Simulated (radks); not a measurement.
Species: Mn2+. Configuration: [Ar] 3d5. All-electron calculation, non-relativistic Kohn-Sham, r2SCAN, spin-polarised, spherical densities, point nucleus; open shells are filled with parallel spins first; meta-GGA in the generalised Kohn-Sham scheme. Program: a radial shooting solver on a logarithmic mesh with Libxc functionals. Some entries of the table are withheld. Estimate them.

orbital,occ.,eigenvalue (eV),<1/r> (bohr^-1),<r^2> (bohr^2)
1s down,1,-6413.497,24.51,0.005086
1s up,1,-6413.454,24.51,0.005086
2s up,1,-758.8566,5.233,0.09400
2s down,1,-755.9793,5.247,0.09345
2p up,3,-651.1944,5.166,0.07588
2p down,3,-649.0359,5.179,0.07532
3s up,1,-106.9770,1.638,0.8516
3s down,1,-100.1230,1.624,0.8628
3p up,3,(1),1.512,(2)
3p down,3,(3),1.497,(4)
3d up,5,-26.3595,1.181,1.587
3d down,0,-19.5655,1.145,1.801

Answer. 
(1) 3p up eigenvalue (eV): -75.8230
(2) 3p up <r^2> (bohr^2): 0.9654
(3) 3p down eigenvalue (eV): -68.9695
(4) 3p down <r^2> (bohr^2): 0.9828
